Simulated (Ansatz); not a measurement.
C₂H₆BFS₂, singlet, at a GFN2-xTB geometry, atoms displaced at random by about 0.08 Å a coordinate; Ansatz (a first-principles code) with HF/STO-3G, gradient.

Ansatz was given this input:
Ansatz 0.2 input:
```yaml
crystal:
  periodic: [false, false, false]
  atoms:
    - {symbol: B, position_ang: [0.27861984, 0.51270601, 0.29874380]}
    - {symbol: F, position_ang: [0.38515885, 1.65716570, 0.57009664]}
    - {symbol: S, position_ang: [-0.99841264, 0.00915766, -1.01788404]}
    - {symbol: C, position_ang: [-1.66905470, 1.66151491, -1.44891440]}
    - {symbol: H, position_ang: [-2.13375705, 2.12490028, -0.48861013]}
    - {symbol: H, position_ang: [-2.33908003, 1.47087445, -2.07202266]}
    - {symbol: H, position_ang: [-0.87988329, 2.23523544, -1.85242353]}
    - {symbol: S, position_ang: [1.41742502, -0.67549676, 1.27408786]}
    - {symbol: C, position_ang: [0.75664791, -2.33000749, 0.48994164]}
    - {symbol: H, position_ang: [-0.36050833, -2.54097260, 0.68934162]}
    - {symbol: H, position_ang: [1.32351547, -3.19681353, 0.77237990]}
    - {symbol: H, position_ang: [0.79946128, -2.18635070, -0.70634997]}
basis:
  gaussian:
    orbitals: STO-3G
hamiltonian:
  xc: hf
output: {forces: true}
```

### Question
What does Ansatz print? Leave out banner, timings and long lists.

### Answer

```
Functional definition: HF
565 factors; integrals over basis functions are off by at most 3.4e-5 eV
mean field evaluation 1: about -26857.3598 eV, gradient 2.8e1 eV
mean field evaluation 2: about -26857.5474 eV, gradient 2.8e1 eV
mean field evaluation 4: about -26860.6129 eV, gradient 1.7e0 eV
mean field evaluation 8: about -26860.6283 eV, gradient 6.9e-4 eV
mean field -26860.62832025 eV, -987.1098839813 hartree, gradient 8.6e-6 eV, S^2 0.000000; 0 other end points of the search recorded, 0 dependent functions left out
the calculation of the forces begins
reference -26860.62832025 eV, -987.1098839813 hartree; 32, 32 occupied and 12, 12 virtual orbitals, 565 factors
Total energy: -26860.62832025 eV, -987.1098839813 hartree
Atom 0 at     0.278620     0.512706     0.298744 Å, force    -0.905432   -11.390334    -2.356435 eV/Å
Atom 1 at     0.385159     1.657166     0.570097 Å, force     0.868273    10.103751     2.247001 eV/Å
Atom 2 at    -0.998413     0.009158    -1.017884 Å, force     1.486897     0.738569     1.572939 eV/Å
Atom 3 at    -1.669055     1.661515    -1.448914 Å, force     5.910273     0.211491    10.573689 eV/Å
Atom 4 at    -2.133757     2.124900    -0.488610 Å, force     1.291765    -0.671947    -2.845778 eV/Å
Atom 5 at    -2.339080     1.470874    -2.072023 Å, force    -7.492355    -1.393402    -7.068763 eV/Å
Atom 6 at    -0.879883     2.235235    -1.852424 Å, force     0.563593     1.359594    -0.490575 eV/Å
Atom 7 at     1.417425    -0.675497     1.274088 Å, force    -3.181433    -2.146635    -2.912113 eV/Å
Atom 8 at     0.756648    -2.330007     0.489942 Å, force    -1.918460     3.570090    -3.212613 eV/Å
Atom 9 at    -0.360508    -2.540973     0.689342 Å, force     2.565572     0.707515     0.109218 eV/Å
Atom 10 at     1.323515    -3.196814     0.772380 Å, force     0.606494    -0.289222     0.306297 eV/Å
Atom 11 at     0.799461    -2.186351    -0.706350 Å, force     0.204812    -0.799468     4.077133 eV/Å
Dipole moment:    -0.098666     0.154166    -0.075860 e Å
```
